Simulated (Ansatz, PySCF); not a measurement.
Potential energy curve for OH (cation, charge +1), triplet.

Computed with: UCCSD(T) = CCSD(T) on UHF/cc-pVDZ, frozen core (Ansatz, an electronic-structure program); ROCCSD = CCSD on ROHF/cc-pVDZ, frozen core (Ansatz); FCI = Ansatz with full CI/cc-pVDZ, frozen core; UHF/LANL2DZ = PySCF with unrestricted Hartree-Fock/LANL2DZ.

Energies are in kcal/mol, each relative to the lowest point of its own curve near equilibrium.

| R / Å | UCCSD(T) | ROCCSD | FCI | UHF/LANL2DZ |
|---|---|---|---|---|
| 0.79 | 45.2 | 45.0 | 45.3 | 42.1 |
| 0.83 | 28.5 | 28.3 | 28.5 | 25.6 |
| 0.87 | 16.7 | 16.6 | 16.8 | 14.3 |
| 0.94 | 4.8 | 4.7 | 4.8 | (withheld) |
| 0.96 | 2.9 | 2.8 | 2.9 | 1.7 |
| 0.99 | 1.0 | 1.0 | 1.0 | (withheld) |
| 1.04 | 0.0 | 0.0 | 0.0 | 0.0 |
| 1.09 | 0.9 | 1.0 | 0.9 | 1.5 |
| 1.15 | 3.9 | 4.0 | 3.8 | (withheld) |
| 1.20 | 7.3 | 7.5 | 7.2 | 8.7 |
| 1.28 | 13.9 | 14.2 | 13.8 | 15.3 |
| 1.37 | 22.1 | 22.5 | 21.9 | 22.8 |
| 1.54 | 37.6 | 38.3 | 37.3 | 35.1 |
| 1.72 | — | 53.5 | 52.1 | 44.5 |
| 1.88 | — | 65.2 | 63.4 | (withheld) |
| 2.07 | — | 76.8 | 74.6 | (withheld) |
| 2.28 | — | 87.0 | 84.6 | 60.8 |
| 2.51 | — | 95.3 | 93.0 | 64.2 |
| 2.86 | — | 103.2 | 101.5 | 66.9 |
| 3.09 | — | — | 104.9 | 67.8 |
| 3.59 | — | — | (withheld) | 68.6 |
| 4.13 | — | — | 108.9 | — |

Task: Complete the blanks.

Result: 
- 0.94, UHF/LANL2DZ: 3.3
- 0.99, UHF/LANL2DZ: 0.3
- 1.15, UHF/LANL2DZ: 5.0
- 1.88, UHF/LANL2DZ: 50.7
- 2.07, UHF/LANL2DZ: 56.3
- 3.59, FCI: 108.1

Dashes: no converged value, or the column stops at the first point that the program doubted or that broke a chosen test of continuity, which isn't proof of a fault.

The unrestricted determinant behind UCCSD(T) is spin-contaminated at 1.54 to 4.13 Å (<S²> up to 3.0, against 2.00 for a pure triplet). The T1 diagnostic of CCSD on the restricted reference of ROCCSD exceeds 0.045 at 1.72 to 2.86, 3.59 Å. The unrestricted determinant behind UHF/LANL2DZ is spin-contaminated at 1.37 to 3.59 Å (<S²> up to 3.0, against 2.00 for a pure triplet).
